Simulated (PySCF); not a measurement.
Computed shifts of a molecule C₂H₈FNOSi, PBE0/pcSseg-1 run with PySCF, GIAO, gas phase, equivalent atoms averaged, in ppm (number of nuclei): ²⁹Si: -41.1 (1). ¹⁹F: -160.0 (1). ¹⁵N: 35.4 (1). ¹³C: 37.9 (2). ¹H: 4.81 (1), 2.80 (6), 1.85 (1). References: ²⁹Si against TMS (σ = 352.7 ppm); ¹⁷O against H2O (σ = 334.2 ppm); ¹⁹F against CFCl3 (σ = 167.2 ppm); ¹⁵N against NH3 (σ = 267.4 ppm); ¹³C against TMS (σ = 186.3 ppm); ¹H against TMS (σ = 31.56 ppm), references at their B3LYP-D3(BJ)/def2-TZVP geometries, non-relativistic. Geometry optimised at PBE0-D3(BJ)/def2-SVP. The values are those of a single conformer.

### Question
Pick the molecule that these values belong to.
A. CCN[Si@H](O)F
B. CC[Si@](N)(O)F
C. CN(C)[SiH](O)F
D. CO[Si@H](F)CN

### Answer
C, CN(C)[SiH](O)F
